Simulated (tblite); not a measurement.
Species: C5H4NS (doublet state).
Cartesian coordinates in Å at the GFN2-xTB level; atoms count from 1:
```xyz
11
C5H4NS angstrom
N     -2.729   -0.448    0.329
C     -1.609   -0.172   -0.055
C     -0.293    0.126   -0.039
C      0.743   -0.876   -0.115
C      1.977   -0.347   -0.180
S      1.974    1.382   -0.164
C      0.260    1.414   -0.069
H     -3.496   -0.626   -0.315
H      0.529   -1.930   -0.112
H      2.914   -0.866   -0.235
H     -0.265    2.345   -0.030
```

Method: GFN2-xTB as coded in tblite; computed harmonic values from a numerical Hessian at the method's own geometry, unscaled. Errors from tens to a few hundred cm⁻¹ against measured bands are possible. One conformer, not necessarily the lowest. Open shells enter through the occupations alone, without spin polarisation, and single modes of such species can be off by tens of per cent.

Harmonic wavenumbers (cm⁻¹): 128.1, 130.3, 233.6, 362.9, 454.4, 476.7, 524.0, 561.3, 620.3, 630.5, 758.6, 812.4, 819.9, 866.5, 928.7, 1029.4, 1073.1, 1126.7, 1188.2, 1311.2, 1371.9, 1538.9, 2091.6, 3129.1, 3161.4, 3185.1, 3254.5.

A = 7074, B = 1436, C = 1199 MHz; mass 110.006 u (most abundant isotopes); point group C1, symmetry number 1; spin multiplicity 2.

Problem. Zero-point energy?

Solution. Half the sum of the wavenumbers: 15885 cm⁻¹ = 45.42 kcal/mol.

Problem. What is S at 400 K and 1 bar for an ideal gas of classical rigid rotors and harmonic oscillators?

Solution. Translation 41.49, rotation 28.55, vibration 19.89, spin (R ln 2) 1.38: S = 91.3 cal/(mol K).

Problem. And Cp and H(400 K) − H(0)?

Solution. Cp = 32.64 cal/(mol K), of which vibrations give 24.69 (their classical limit is 27 R = 53.7); H(400 K) − H(0) = 7.83 kcal/mol without the zero-point energy, 4.65 from vibrations.

Problem. How do the functions run with temperature in this model?

Solution. 
```json
{"T (K)": "50", "S (cal/(mol K))": "55.4", "Cp (cal/(mol K))": "9.5", "H − H(0) (kcal/mol)": "0.42", "G − H(0) (kcal/mol)": "-2.35", "ln q(vib)": "0.05"}
{"T (K)": "100", "S (cal/(mol K))": "62.9", "Cp (cal/(mol K))": "12.5", "H − H(0) (kcal/mol)": "0.97", "G − H(0) (kcal/mol)": "-5.32", "ln q(vib)": "0.38"}
{"T (K)": "298.15", "S (cal/(mol K))": "82.6", "Cp (cal/(mol K))": "26.5", "H − H(0) (kcal/mol)": "4.80", "G − H(0) (kcal/mol)": "-19.83", "ln q(vib)": "2.71"}
{"T (K)": "373.15", "S (cal/(mol K))": "89.1", "Cp (cal/(mol K))": "31.2", "H − H(0) (kcal/mol)": "6.97", "G − H(0) (kcal/mol)": "-26.27", "ln q(vib)": "3.77"}
{"T (K)": "500", "S (cal/(mol K))": "99.1", "Cp (cal/(mol K))": "37.3", "H − H(0) (kcal/mol)": "11.33", "G − H(0) (kcal/mol)": "-38.22", "ln q(vib)": "5.64"}
{"T (K)": "750", "S (cal/(mol K))": "115.8", "Cp (cal/(mol K))": "44.9", "H − H(0) (kcal/mol)": "21.69", "G − H(0) (kcal/mol)": "-65.16", "ln q(vib)": "9.27"}
{"T (K)": "1000", "S (cal/(mol K))": "129.4", "Cp (cal/(mol K))": "49.4", "H − H(0) (kcal/mol)": "33.52", "G − H(0) (kcal/mol)": "-95.86", "ln q(vib)": "12.64"}
```

q(vib) and H(0) count from the zero-point level.

Problem. What must be added to the electronic energy to get the Gibbs energy at 400 K and 1 bar?

Solution. ZPE + [H(400 K) − H(0)] − T·S = 45.42 + 7.83 − 36.52 = 16.73 kcal/mol.

Hindered rotation and anharmonicity are outside this model. Other conformers, if any are populated, would add a mixing term that is left out. The structure is chiral; the term R ln 2 for an equal mix with its mirror image is left out.
